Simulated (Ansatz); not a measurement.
`NB(O)O[SiH3]` + HCl → `NB(Cl)O[SiH3]` + H₂O  (ligand exchange at a B–O bond)

Isolated molecules relaxed with PBE0-D4/def2-TZVP in Ansatz; ΔE leaves out vibrations. CCSD(T)/CBS adds triple-zeta CCSD(T) − MP2 to the extrapolated MP2 energy (def2 sets, frozen cores). This one scheme is used for every species. Functionals use def2-TZVPP. B3LYP here is the variant with VWN-RPA as its local correlation; programs differ in this. Each species was taken in one conformer, which may not be the lowest.

Is it downhill or uphill in electronic energy at CCSD(T)/CBS, and by how much? (An estimate is asked.)

Computed: Uphill: ΔE = +0.29 eV.

What do these levels give: B97M-V, B3LYP-D4, ωB97M-V, B3LYP, CCSD/def2-SVP, CCSD/CBS(def2)? (Estimate.)

Ansatz gave: B97M-V 0.33, B3LYP-D4 0.31, ωB97M-V 0.32, B3LYP 0.35, CCSD/def2-SVP 0.46, CCSD/CBS(def2) 0.31 eV.

What do rigid-rotor, harmonic-oscillator terms from PBE0-D4/def2-TZVP frequencies (298.15 K, 1 bar) make of the CCSD(T)/CBS value? (Best estimate.)

Computed: ΔZPE = +0.03 eV, ΔH = +0.33 eV, ΔS = 15 J/(mol·K), ΔG = +0.28 eV. Modes under 50 cm⁻¹ make the entropy rough.

Largest T1 diagnostic among the species: 0.011.

In def2-TZVPP, CCSD(T) changes the Hartree–Fock value by −0.10 eV (the triples alone add −0.02 eV) and MP2 by −0.15 eV. From BLYP to BHLYP (50 % exact exchange), in def2-TZVPP and without D4, ΔE moves by +0.05 eV.
